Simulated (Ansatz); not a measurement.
Start from `C/C(F)=C/C(F)F` and change one atom or group to get `C/C(F)=C/N`.

Ansatz, PBE0-D4/def2-TZVP geometries, multiplicity 1. Each molecule was computed in one conformer, which needn't be the lowest.

```csv
property,`C/C(F)=C/C(F)F`
HOMO–LUMO gap (PBE0/def2-TZVPP) / eV,7.69
LUMO energy (PBE0/def2-TZVPP) / eV,-0.23
HOMO–LUMO gap (B3LYP/def2-TZVPP) / eV,7.22
LUMO energy (ωB97M-V/def2-TZVPP) / eV,1.94
size of the dipole moment (PBE/def2-TZVPP) / D,2.97
LUMO energy (B3LYP/def2-TZVPP) / eV,-0.49
```

Problem. What does the change do to each property? (Best estimate.)

Solution. The calculation gave: 
```
                                      property  `C/C(F)=C/N`  shift
          HOMO–LUMO gap (PBE0/def2-TZVPP) / eV          6.86  -0.83
            LUMO energy (PBE0/def2-TZVPP) / eV          1.10   1.33
         HOMO–LUMO gap (B3LYP/def2-TZVPP) / eV          6.31  -0.91
         LUMO energy (ωB97M-V/def2-TZVPP) / eV          2.54   0.60
size of the dipole moment (PBE/def2-TZVPP) / D          1.64  -1.33
           LUMO energy (B3LYP/def2-TZVPP) / eV          0.73   1.22
```

With PBE0 the HOMO rises by 2.16 eV and the LUMO rises by 1.33 eV, so the gap narrows by about 0.83 eV. PBE moves the HOMO by 2.08 eV and ωB97M-V by 2.21 eV. Dipoles are sizes alone; their direction can turn.

Positive LUMOs are unbound, so they and the gaps depend on the basis.

B3LYP here is the variant with VWN-RPA as its local correlation; programs differ in this.
